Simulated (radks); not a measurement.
Values are calculated unless marked as measured or tabulated.
Q: B, configuration [He] 2s2 3s1 (not the ground configuration). Level of theory: non-relativistic Kohn-Sham, LDA (Slater exchange, Perdew-Wang correlation), spin-polarised, spherical densities, point nucleus; open shells are filled with parallel spins first (a radial shooting solver on a logarithmic mesh with Libxc functionals). Some entries of the table are withheld. Estimate them.

orbital,occ.,eigenvalue (hartree),<r> (bohr)
1s up,1,-6.85639,0.3321
1s down,1,-6.85435,0.3321
2s up,1,(1),1.814
2s down,1,(2),1.809
2p up,0,-0.32168,1.903
2p down,0,-0.31683,1.887
3s up,1,-0.07400,6.324
3s down,0,-0.05595,6.634
3d up,0,-0.00942,9.302
4s up,0,-0.00368,17.07

A: 
(1) 2s up eigenvalue (hartree): -0.53821
(2) 2s down eigenvalue (hartree): -0.53398
